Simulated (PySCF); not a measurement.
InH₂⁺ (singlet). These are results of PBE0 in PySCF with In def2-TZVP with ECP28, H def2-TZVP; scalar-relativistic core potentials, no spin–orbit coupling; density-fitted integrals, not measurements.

Harmonic bands of its minimum:

```tsv
ω (cm⁻¹)	IR (km/mol, summed over degenerate members)	degeneracy
652	71.5	2
1968	0.0	1
2051	6.6	1
```

Q: The central atom is In. Infer the point group and assign the bands.

A: D∞h. The modes span πu + σg+ + σu+: 652 πu, 1968 σg+, 2051 σu+. The computed geometry has In–H 1.666 Å (×2); H–In–H 180.0°.

This need not be the most stable arrangement of these atoms.
